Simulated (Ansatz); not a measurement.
C2H7FGe, SMILES `FC[CH2][GeH3]`, relaxed with RKS PBE0-D4/def2-TZVP in Ansatz from a PBE-D4/def2-SVP geometry. The force threshold is 0.005 eV/Å; the program also tests the step.

The species carries charge 0 and has multiplicity 1.

Start:

```xyz
11

F    -0.952    0.870   -1.522
C    -1.337    0.487   -0.237
C    -0.402   -0.584    0.296
Ge    1.509   -0.095    0.078
H    -1.313    1.392    0.412
H    -2.390    0.129   -0.290
H    -0.569   -1.550   -0.223
H    -0.600   -0.753    1.375
H     1.974   -0.278   -1.386
H     1.709    1.385    0.503
H     2.373   -1.004    0.994
```

```json
{"step": "1", "energy (eV)": "-61412.7050", "largest force (eV/Å)": "0.546", "largest move (Å)": "0.000"}
{"step": "2", "energy (eV)": "-61412.7366", "largest force (eV/Å)": "0.172", "largest move (Å)": "0.025"}
{"step": "3", "energy (eV)": "-61412.7394", "largest force (eV/Å)": "0.025", "largest move (Å)": "0.016"}
{"step": "4", "energy (eV)": "-61412.7399", "largest force (eV/Å)": "0.024", "largest move (Å)": "0.025"}
{"step": "5", "energy (eV)": "-61412.7403", "largest force (eV/Å)": "0.017", "largest move (Å)": "0.032"}
{"step": "6", "energy (eV)": "-61412.7404", "largest force (eV/Å)": "0.030", "largest move (Å)": "0.025"}
{"step": "7", "energy (eV)": "-61412.7405", "largest force (eV/Å)": "0.019", "largest move (Å)": "0.008"}
{"step": "8", "energy (eV)": "-61412.7405", "largest force (eV/Å)": "0.003", "largest move (Å)": "0.005"}
```

End:

```xyz
11

F    -1.018    0.783   -1.559
C    -1.332    0.478   -0.243
C    -0.393   -0.573    0.290
Ge    1.505   -0.090    0.092
H    -1.261    1.406    0.333
H    -2.373    0.138   -0.232
H    -0.566   -1.530   -0.210
H    -0.593   -0.721    1.355
H     1.964   -0.199   -1.368
H     1.715    1.352    0.589
H     2.353   -1.043    0.954
```

Run time 23 s (4 threads of an AMD EPYC 7B13 on a shared host); peak host memory 0.48 GiB.
